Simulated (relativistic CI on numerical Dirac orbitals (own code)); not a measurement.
**Ir7+: computed level list**

Calculated at this level of theory: Dirac-Coulomb-Breit CI, KLI orbitals optimised for each configuration, model QED, unscaled Slater integrals (own radial code, finite nucleus).

Configuration list (outside the closed core [Kr] 4d10): 4f¹⁴5s²5p⁶5d², 4f¹⁴5s²5p⁶5d6s, 4f¹⁴5s²5p⁶6s², 4f¹⁴5s²5p⁶5d5f, 4f¹⁴5s²5p⁶5d6p, 4f¹⁴5s²5p⁵5d³, 4f¹⁴5s²5p⁶6s6p, 4f¹⁴5s²5p⁶5d5g, 4f¹⁴5s²5p⁶5f², 4f¹⁴5s²5p⁶5f6s, 4f¹⁴5s²5p⁶6p², 4f¹⁴5s²5p⁶5d6d, 4f¹⁴5s²5p⁶5d7s, 4f¹⁴5s²5p⁶5f6p, 4f¹⁴5s5p⁶5d³, 4f¹⁴5s²5p⁵5d²5f, 4f¹⁴5s²5p⁶5g², 4f¹⁴5s²5p⁶5d7p, 4f¹⁴5s²5p⁶5g6s, 4f¹⁴5s²5p⁶5d6f, 4f¹³5s²5p⁶5d³, 4f¹⁴5s²5p⁶5d7d, 4f¹⁴5s²5p⁶5d8s, 4f¹⁴5s²5p⁵5d²6s, 4f¹⁴5s²5p⁵5d²5g, 4f¹⁴5s²5p⁶5g6p, 4f¹⁴5s²5p⁶5d8p, 4f¹⁴5s²5p⁶5f5g, 4f¹³5s²5p⁶5d²6s, 4f¹⁴5s²5p⁵5d²6p, 4f¹⁴5s5p⁶5d²5f. Double excitations out of closed p, d and f shells are left out; levels of such configurations are missing from the list, as are those of other unlisted configurations, and high levels can miss mixing partners. These lack a partner that the ground configuration has and come out too high: 4f¹⁴5s²5p⁵5d²5f, 4f¹⁴5s²5p⁵5d²6s, 4f¹⁴5s²5p⁵5d²5g, 4f¹³5s²5p⁶5d²6s, 4f¹⁴5s²5p⁵5d²6p.

The lowest level is 4f¹⁴5s²5p⁶5d² ³F2, with 87 % of that term; Hund's rules for 4f¹⁴5s²5p⁶5d² give ³F with J = 2, in agreement.

```
No.   Configuration  Term  J   E (eV)   %     Next component (%)  Lifetime (s)
  1   4f¹⁴5s²5p⁶5d²    ³F  2   0.0000  87                  11 ¹D              
  2   4f¹⁴5s²5p⁶5d²    ³F  3   1.4778  99   1 4f¹⁴5s²5p⁵5d²5f ³F      2.61e-02
  3   4f¹⁴5s²5p⁶5d²    ³P  0   2.3812  91                   8 ¹S      1.64e+00
  4   4f¹⁴5s²5p⁶5d²    ³F  4   2.6135  84                  16 ¹G      7.64e-02
  5   4f¹⁴5s²5p⁶5d²    ¹D  2   2.8886  47                  43 ³P      2.72e-02
  6   4f¹⁴5s²5p⁶5d²    ³P  1   3.2556  99   1 4f¹⁴5s²5p⁵5d²5f ³P      1.02e-01
  7   4f¹⁴5s²5p⁶5d²    ¹G  4   4.5846  83                  16 ³F      1.46e-02
  8   4f¹⁴5s²5p⁶5d²    ³P  2   4.8829  55                  41 ¹D      1.16e-02
  9   4f¹⁴5s²5p⁶5d²    ¹S  0   8.8851  91                   8 ³P      2.13e-03
 10  4f¹⁴5s²5p⁶5d6s    ³D  1  21.5030  99   1 4f¹⁴5s²5p⁵5d²6p ³D      2.02e-05
 11  4f¹⁴5s²5p⁶5d6s    ³D  2  21.8045  81                  18 ¹D      1.88e-05
 12  4f¹⁴5s²5p⁶5d6s    ³D  3  23.3560  99   1 4f¹⁴5s²5p⁵5d²6p ³D      1.87e-05
 13  4f¹⁴5s²5p⁶5d6s    ¹D  2  24.1873  80                  18 ³D      1.59e-05
 14  4f¹⁴5s²5p⁶5d6p   ³F°  2  32.6246  68                 26 ¹D°      1.04e-10
 15  4f¹⁴5s²5p⁶5d6p   ³D°  1  33.1852  69                 19 ¹P°      5.43e-11
 16  4f¹⁴5s²5p⁶5d6p   ³D°  2  34.7508  51                 28 ³P°      5.94e-11
 17  4f¹⁴5s²5p⁶5d6p   ³F°  3  34.9268  56                 27 ³D°      7.28e-11
 18  4f¹⁴5s²5p⁶5d6p   ³D°  2  36.1578  37                 30 ¹D°      5.66e-11
 19  4f¹⁴5s²5p⁶5d6p   ³F°  3  36.7883  43                 31 ³D°      5.16e-11
 20  4f¹⁴5s²5p⁶5d6p   ³P°  1  36.9725  62                 24 ³D°      5.06e-11
 21  4f¹⁴5s²5p⁶5d6p   ³P°  0  37.3125  99  1 4f¹⁴5s²5p⁵5d²6s ³P°      5.38e-11
 22  4f¹⁴5s²5p⁶5d6p   ³F°  4  38.3596  99                             8.91e-11
 23  4f¹⁴5s²5p⁶5d6p   ³P°  2  38.4957  64                 26 ¹D°      5.56e-11
 24  4f¹⁴5s²5p⁶5d6p   ¹F°  3  38.5979  58                 40 ³D°      3.81e-11
 25  4f¹⁴5s²5p⁶5d6p   ¹P°  1  39.5460  65                 27 ³P°      5.69e-11
 26   4f¹⁴5s²5p⁶6s²    ¹S  0  44.9023  97     2 4f¹⁴5s²5p⁶6p² ¹S      1.00e-08
 27  4f¹⁴5s²5p⁶5d5f   ³F°  2  47.3103  43                 15 ¹D°      1.24e-10
 28  4f¹⁴5s²5p⁶5d5f   ¹G°  4  47.3328  56                 16 ³H°      1.30e-10
 29  4f¹⁴5s²5p⁶5d5f   ³G°  3  47.3657  61   22 4f¹⁴5s²5p⁵5d³ ³G°      5.35e-11
 30      5p⁵5d³(4F)   ⁵D°  2  47.6443  29                 27 ⁵F°      3.19e-10
```

Energies count from the lowest computed level; ° marks odd parity; lifetimes are radiative, by E1, M1, E2 decay to levels of this space only. Percentages are summed over parent terms; the parents shown are those of the largest component, closed shells are left out there.

The mean weight of the leading LS term, summed over parents, in these 30 levels is 72 %, and that of the leading jj configuration (from the same eigenvectors) 86 %, so jj coupling describes them better and the LS labels are nominal.

At this charge configurations can still be misplaced by up to about 7 % of their energy. Terms inside the open d or f shell come out 10 to 20 % too wide with unscaled integrals. Levels and lines within the n = 5 or 6 shells can be off by up to 10 % or somewhat more, and those that change n by about 2 %, since core polarisation is missing. 11 of the 12 excited levels that our extract of the measured tables holds in this range could be paired (the sources list more); they are missed by 2627 cm⁻¹ on average and 6641 at most, and levels without a partner can miss by more. Some levels of the ground configuration have no partner and can miss by 10 % or more. Levels that differ in their count of f electrons can be misplaced by several ten thousand cm⁻¹, since the correlation energy of f electrons is missing or only estimated; rates across such gaps can be off by orders of magnitude.

Landé's interval rule says that E(J) − E(J−1) = AJ with one A. For the ground term the intervals give A = 3973.2, 2289.9 cm⁻¹ for J = 3, 4; the multiplet is regular.

LS names give the leading component of a level, which can be under half, so a name can repeat, a term be missing and a line seem to break the LS rules.
